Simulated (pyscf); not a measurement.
**HO–VH(Cl)(Cl)–Cl (SMILES [OH][VH]([Cl])([Cl])[Cl]), singlet**

Gas-phase minimum from PySCF at ωB97X-D3(BJ)/def2-SVP, one conformer. 

```xyz
7

O      0.4153     0.8445     0.2645
V     -0.7901    -0.2942    -0.1229
Cl     0.4711    -1.8713    -0.9729
Cl    -2.3722     1.0698    -0.7837
Cl    -1.7222    -1.2980     1.4916
H      0.9071     1.3549    -0.4001
H     -1.2220    -0.6199    -1.5518
```
Charge 0, spin multiplicity 1.

Bond lengths (Å): O1–V2 1.703, O1–H6 0.972, V2–Cl3 2.191, V2–Cl4 2.191, V2–Cl5 2.117, V2–H7 1.528. Angles (°): V2–O1–H6 123.6, O1–V2–Cl3 99.3, O1–V2–Cl4 99.4, O1–V2–Cl5 117.1, O1–V2–H7 123.7, Cl3–V2–Cl4 138.3, Cl3–V2–Cl5 102.0, Cl3–V2–H7 69.3, Cl4–V2–Cl5 102.0, Cl4–V2–H7 69.3, Cl5–V2–H7 119.2.

Properties at ωB97X-D3(BJ)/def2-SVP:

| Item | Value |
|---|---|
| Harmonic wavenumbers, unscaled | 115, 145, 149, 153, 191, 369, 375, 449, 479, 592, 707, 882, 892, 2100, 3822 cm⁻¹ |
| Zero-point energy | 16.3 kcal/mol |
| Rotational symmetry number | 1 |
| Entropy of this conformer at 298 K and 1 atm, rigid rotor and harmonic oscillator, modes under 100 cm⁻¹ raised to 100 | 370.8 J/(mol K) |
| Dipole moment | 2.32 D |

Single-point totals, which compare only within one level:

```tsv
level	total energy (hartree)
ωB97X-D3(BJ)/def2-TZVP	-2401.22766
PBE/def2-TZVP	-2400.41516
r²SCAN/def2-TZVP	-2401.11673
B3LYP-D3(BJ)/def2-TZVP	-2401.32091
PBE0-D3(BJ)/def2-TZVP	-2400.49644
M06-2X/def2-TZVP	-2401.07103
ωB97M-D3(BJ)/def2-TZVP	-2401.41190
```

Soft torsions are taken as harmonic, which can shift the entropy by several J/(mol K).
